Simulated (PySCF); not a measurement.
Precursor series metal swap MX4 F. Gas-phase values, no solvent.

Calculation: TPSSh-D3(BJ)/def2-TZVP // PBE-D3(BJ)/def2-SVP in PySCF 2.14.0. 

```csv
species,LUMO (eV),charge on the central atom (Mulliken) (e)
M = Ti ([Ti(F)4]),-3.72,1.66
M = Zr ([Zr(F)4]),-1.89,[?]
M = Hf ([Hf(F)4]),-1.21,1.70
"M = V, oxo ([V(=O)(F)3])",[?],[?]
"M = Ta, oxo ([Ta(=O)(F)3])",-2.23,1.67
"M = Mo, oxo ([Mo(=O)(F)4])",-5.62,[?]
"M = Cr, dioxo ([Cr(=O)2(F)2])",-5.61,1.58
"M = Mo, dioxo ([Mo(=O)2(F)2])",-3.90,1.91
```

Q: Fill in the missing entries.

A: 
- M = Zr ([Zr(F)4]), charge on the central atom (Mulliken) (e): 1.81
- M = V, oxo ([V(=O)(F)3]), LUMO (eV): -4.70
- M = V, oxo ([V(=O)(F)3]), charge on the central atom (Mulliken) (e): 1.62
- M = Mo, oxo ([Mo(=O)(F)4]), charge on the central atom (Mulliken) (e): 2.00
